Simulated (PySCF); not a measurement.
## Exercise with solution: dipole moment from atomic charges

SeCl₂, SMILES Cl[Se]Cl. Atoms are numbered in the order given.

```xyz
3

Se     0.0000     0.0000     0.6794
Cl     0.0000    -1.6623    -0.6794
Cl     0.0000     1.6623    -0.6794
```
Charge 0, spin multiplicity 1.

Geometry optimised at PBE0-D3(BJ)/def2-TZVP. The isomer is the one that the SMILES or the coordinates give; other isomers of the formula were not compared.

Charges (e) from CAM-B3LYP/def2-TZVPD in PySCF:

```
atom  ESP fit     IAO
----  -------  ------
Se1     0.146   0.392
Cl2    -0.073  -0.196
Cl3    -0.073  -0.196
```

The dipole moment of the full density is 1.06 D.

What dipole moment does each set of point charges give, and which comes closer to that of the density?


μ = Σ q r, and 1 e Å = 4.8032 D.
ESP fit: Σ q r = (0.000, 0.000, 0.198) e Å, |μ| = 0.95 D.
IAO: Σ q r = (0.000, 0.000, 0.533) e Å, |μ| = 2.56 D.
ESP fit comes closer in size. Point charges leave out the atoms' own dipoles (lone pairs, polarised bonds); fits to the potential absorb them, partitions of the density don't.
